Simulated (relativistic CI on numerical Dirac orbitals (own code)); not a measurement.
**Co³⁺: computed level list**

Calculated at this level of theory: Dirac-Coulomb-Breit CI, separate exchange-only KLI orbitals for each configuration, model QED (radiative potential, 1s self-energy scaled to tabulated hydrogen-like ionisation energies), valence Slater integrals scaled by 0.85, P86 correlation energy added to each configuration (own radial code, finite nucleus).

Configurations in the expansion (outside the closed core [Ne] 3s2): 3p6 3d6, 3p6 3d5 4s, 3p6 3d5 4p, 3p6 3d5 4d, 3p6 3d5 5s, 3p5 3d7, 3p6 3d5 5p, 3p6 3d5 4f, 3p6 3d5 5d, 3p6 3d4 4s 4p, 3p6 3d5 5g, 3p6 3d4 4s2, 3p6 3d3 4s2 4p, 3p6 3d3 4s2 4d, 3p6 3d3 4s2 5s, 3p6 3d3 4s2 5p. Double excitations out of closed p, d and f shells are left out; levels of such configurations are missing from the list, as are those of other unlisted configurations, and high levels can miss mixing partners.

The lowest level is 3p6 3d6 5D_4, with 100 % of that term; Hund's rules for 3p6 3d6 give 5D with J = 4, in agreement.

```csv
No.,Configuration,Term,J,E (eV),%,Next component (%),Landé g
1,3p6 3d6,5D,4,0.0000,100,,1.500
2,3p6 3d6,5D,3,0.0761,100,,1.500
3,3p6 3d6,5D,2,0.1286,100,,1.500
4,3p6 3d6,5D,1,0.1622,100,,1.501
5,3p6 3d6,5D,0,0.1787,99,,
6,3p6 3d6,3H,6,2.7676,100,,1.166
7,3p6 3d6,3H,5,2.8115,98,2 3G,1.035
8,3p6 3d6,3H,4,2.8434,98,1 3G,0.806
9,3p6 3d6,3P,2,3.0411,99,,1.499
10,3p6 3d6,3F,4,3.1740,93,5 3G,1.234
11,3p6 3d6,3F,3,3.2188,95,4 3G,1.068
12,3p6 3d6,3F,2,3.2509,100,,0.667
13,3p6 3d6,3P,1,3.2609,100,,1.499
14,3p6 3d6,3P,0,3.3456,98,1 1S,
15,3p6 3d6,3G,5,3.4968,98,2 3H,1.197
16,3p6 3d6,3G,4,3.5708,93,6 3F,1.059
17,3p6 3d6,3G,3,3.6040,95,5 3F,0.764
18,3p6 3d6,1I,6,4.1755,100,,1.000
19,3p6 3d6,1G,4,4.4361,98,1 3F,1.001
20,3p6 3d6,3D,2,4.5055,99,1 1D,1.166
21,3p6 3d6,3D,1,4.5061,100,,0.501
22,3p6 3d6,3D,3,4.5263,100,,1.333
23,3p6 3d6,1S,0,5.1429,98,1 3P,
24,3p6 3d6,1D,2,5.4986,99,1 3D,1.001
25,3p6 3d6,1F,3,6.3157,99,1 3F,1.001
26,3p6 3d6,3P,0,7.3088,99,,
27,3p6 3d6,3F,2,7.3637,100,,0.666
28,3p6 3d6,3F,4,7.3731,99,,1.249
29,3p6 3d6,3P,1,7.3810,100,,1.500
30,3p6 3d6,3F,3,7.3818,99,1 1F,1.082
31,3p6 3d6,3P,2,7.5218,99,,1.500
32,3p6 3d6,1G,4,8.3596,99,,1.001
33,3p6 3d6,1D,2,11.2829,100,,1.000
34,3p6 3d5 4s,7S,3,11.4272,100,,2.001
35,3p6 3d5 4s,5S,2,13.0031,100,,2.001
36,3p6 3d6,1S,0,14.5554,100,,
37,3p6 3d5 4s,5G,6,15.9839,100,,1.333
38,3p6 3d5 4s,5G,5,15.9913,100,,1.267
39,3p6 3d5 4s,5G,4,15.9948,100,,1.150
40,3p6 3d5 4s,5G,2,15.9956,100,,0.333
41,3p6 3d5 4s,5G,3,15.9958,100,,0.917
42,3p6 3d5 4s,5P,3,16.6411,92,8 5D,1.653
43,3p6 3d5 4s,5P,2,16.6532,93,7 5D,1.810
44,3p6 3d5 4s,5P,1,16.6697,97,3 5D,2.469
45,3p6 3d5 4s,5D,4,17.0335,75,24 3G,1.389
```

Energies count from the lowest computed level.

The mean weight of the leading LS term, summed over parents, in these 45 levels is 98 %, and that of the leading jj configuration (from the same eigenvectors) 51 %, so LS coupling describes them better.

For a near-neutral ion this model can misplace configurations by up to about 10,000 cm⁻¹ (more where the count of f electrons changes) and terms by 10 to 25 % of their spread. Rates follow the energies as ν³ (E1, M1) or ν⁵ (E2), so they and the lifetimes can be off by large factors. The fine structure of a lone outer electron comes out too small, for d and f at times inverted, and misplaced configurations move strength between like terms. 41 of the 41 excited levels that our extract of the measured tables holds in this range could be paired (the sources list more); they are missed by 847 cm⁻¹ on average and 2265 at most, and levels without a partner can miss by more. Some levels of the ground configuration have no partner and can miss by 10 % or more.

Landé's interval rule says that E(J) − E(J−1) = AJ with one A. For the ground term the intervals give A = -132.5, -135.6, -141.3, -153.4 cm⁻¹ for J = 1, 2, 3, 4; the multiplet is inverted.
